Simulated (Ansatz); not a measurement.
Reactions of CHF3S, SMILES `FC(F)(F)S`.

Isolated molecules relaxed with PBE0-D4/def2-TZVP in Ansatz; ΔE leaves out vibrations. CBS: MP2 limit from def2 TZ/QZ plus the TZ coupled-cluster correction, frozen cores. This one scheme is used for every species, atoms too. DFT in def2-TZVPP. Open shells (•) are unrestricted, without spin–orbit coupling. Spin–orbit coupling would lower the free atoms: a little for F. Each species was taken in one conformer, which may not be the lowest.

| reaction | PBE-D4 (kcal/mol) | CCSD/CBS(def2) (kcal/mol) |
| --- | --- | --- |
| `FC(F)(F)S` + `C=CCS` → `C=CCSC(F)(F)F` + H₂S | -3.8 | -3.7 |
| `FC(F)(F)S` + `C=CS` → `C=CSC(F)(F)F` + H₂S | -1.1 | -1.0 |
| `FC(F)(F)S` + F• → `FC(F)(F)[S]`• + H–F | -48.1 | -45.1 |
| `FC(F)(F)S` + `[CH3]`• → `FC(F)(F)[S]`• + CH₄ | -17.5 | -16.4 |

Question: Give the CCSD(T)/CBS values in the same order. (An estimate is asked.)

Answer: The calculation gave: -4.1, -1.4, -45.9, -16.3 kcal/mol.

Largest T1 diagnostic: 0.013, for `FC(F)(F)[S]`•.
